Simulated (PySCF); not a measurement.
# Correlation energy of S(2+) (sulfur, charge +2)

[Ne] 3s1 3p2 3d1, one real determinant (an excited configuration). Computed with PySCF 2.14 in aug-cc-pwCVTZ (8s7p5d3f, 75 functions), with the non-relativistic Hamiltonian (point nucleus). Frozen: 1s2; 12 electrons correlated.

```json
{"level": "CCSD", "correlation energy (mhartree)": "-321.82"}
{"level": "(T)", "correlation energy (mhartree)": "-12.61"}
{"level": "CCSD(T)", "correlation energy (mhartree)": "-334.43"}
```

Diagnostics: T1 = 0.013, D1 = 0.0592, largest double amplitude 0.390.

The real determinant used has ⟨L²⟩ near 8 against 12 for a pure F term, so it mixes terms. The outer electron is Rydberg-like, and this basis confines it to a smaller radius and binds it less than a complete one would. A double-excitation amplitude exceeds 0.15, a sign of near-degeneracy.

Cost of the coupled-cluster step: roughly 22 core-seconds, for 12 correlated electrons.

The reference is one real determinant that mixes LS terms of this configuration.
